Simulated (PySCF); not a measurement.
Dipole moment and polarisability of `C=COC(=C)S(=O)(=O)O`

Compound: C4H6O4S.
Geometry (GFN2-xTB, Å), atoms numbered from 1 in this order:
```xyz
15
C4H6O4S angstrom
C      2.1723   -0.2310   -0.0390
C      1.5981    0.1867    1.0737
O      0.3912    0.8340    1.1655
C     -0.4673    0.7247    0.1422
C     -1.2019    1.6847   -0.3806
S     -0.7393   -0.9704   -0.4576
O     -0.2498   -1.9397    0.4749
O     -0.3910   -1.0673   -1.8361
O     -2.3553   -1.0221   -0.3624
H      1.7088   -0.1313   -1.0049
H      3.1292   -0.7152   -0.0001
H      2.0466    0.1101    2.0528
H     -1.1144    2.7110   -0.0672
H     -1.9172    1.4345   -1.1400
H     -2.6145   -1.6009    0.3569
```

Level: CAM-B3LYP/def2-SVPD (PySCF), static field, nuclei fixed, core orbitals frozen in the response. The polarisability tensor in these axes (au):

```
x   87.97 -8.69  4.42
y   -8.69 81.66 -0.11
z    4.42 -0.11 73.09
```

Task: What are the eigenvalues, a third of the trace, and Δα (Δα² = ½Σ(αi − αj)² over the three pairs)?

Result: Principal values 71.15, 76.87 and 94.70 au; mean 80.91 au = 11.99 Å³ = 13.34 × 10⁻⁴⁰ C²·m²/J; Δα = 21.28 au (26 % of the mean).

Task: What is the dipole moment, and where does it point?

Result: (-0.83, 2.01, 1.77) D, 2.80 D in size, pointing from the negative to the positive side. Measured along this direction, the outermost atoms are O8 at the negative end and H13 at the positive end.

Task: What depolarisation ratio follows for Rayleigh scattering of linearly polarised light, taking the static tensor?

Result: ρ = 3Δα²/(45ᾱ² + 4Δα²) = 1358.0/(294572 + 1810.7) = 0.00458.

Task: What are the principal values of the traceless quadrupole moment, Θ = ½Σq(3rr − r²1), about the centre of nuclear charge?

Result: -9.55, 0.23, 9.32 D·Å. The values depend on the origin, since the dipole doesn't vanish. The electronic extent ⟨r²⟩ about the same centre is 1149 bohr², a root-mean-square distance of 2.03 Å for the 78 electrons.

Task: Find the Langevin capture rate constant for H3+ (3.023 u) meeting this molecule (149.999 u), k = 2.342 × 10⁻⁹ cm³/s × √(α in Å³ / reduced mass in u).

Result: The reduced mass is 2.96 u, so k = 4.71 × 10⁻⁹ cm³/s. The formula leaves out the permanent dipole, which adds to the capture rate.

Task: What molar refraction does this α imply?

Result: Lorentz–Lorenz: R = (4π/3)N_A α = 2.5225 cm³/(mol·Å³) × 11.99 Å³ = 30.2 cm³/mol, in the limit of long wavelengths.

Geometry: GFN2-xTB, one conformer, isolated molecule.
